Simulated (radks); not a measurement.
Initial-state core-level shifts of the tellurium ion Te2+ when its valence configuration changes from [Kr] 4d10 5s2 5p2. All-electron calculation, scalar-relativistic Kohn-Sham, r2SCAN, spin-polarised, spherical densities, finite nucleus; open shells are filled with parallel spins first (spin-orbit coupling, left out, can overturn this in heavy ions); meta-GGA in the generalised Kohn-Sham scheme; Fermi nuclear charge, rms radius 4.7423 fm. Program: a radial shooting solver on a logarithmic mesh with Libxc functionals. Shifts are changes of the shell-averaged eigenvalues in eV (positive: less bound); the change of the density at the nucleus, which sets a Mossbauer isomer shift, is in e/bohr^3, on a base of 2.349e+05.

[
 {"valence": "4d10 5s1 5p3", "2s": "-0.977", "3s": "-1.011", "3p": "-1.012", "4s": "-1.024", "density at nucleus": "-67.77"},
 {"valence": "4d10 5s1.5 5p2.5", "2s": "-0.536", "3s": "-0.550", "3p": "-0.550", "4s": "-0.550", "density at nucleus": "-33.32"},
 {"valence": "4d9 5s2 5p3", "2s": "-9.836", "3s": "-9.426", "3p": "-9.427", "4s": "-7.864", "density at nucleus": "+24.35"},
 {"valence": "4d9.5 5s2 5p2.5", "2s": "-4.898", "3s": "-4.702", "3p": "-4.702", "4s": "-3.951", "density at nucleus": "+12.05"},
 {"valence": "4d8 5s2 5p4", "2s": "-20.199", "3s": "-19.296", "3p": "-19.299", "4s": "-15.904", "density at nucleus": "+48.21"},
 {"valence": "4d9 5s1 5p4", "2s": "-11.237", "3s": "-10.844", "3p": "-10.846", "4s": "-9.249", "density at nucleus": "-48.12"},
 {"valence": "4d10 5p4", "2s": "-2.854", "3s": "-2.890", "3p": "-2.892", "4s": "-2.850", "density at nucleus": "-133.87"}
]
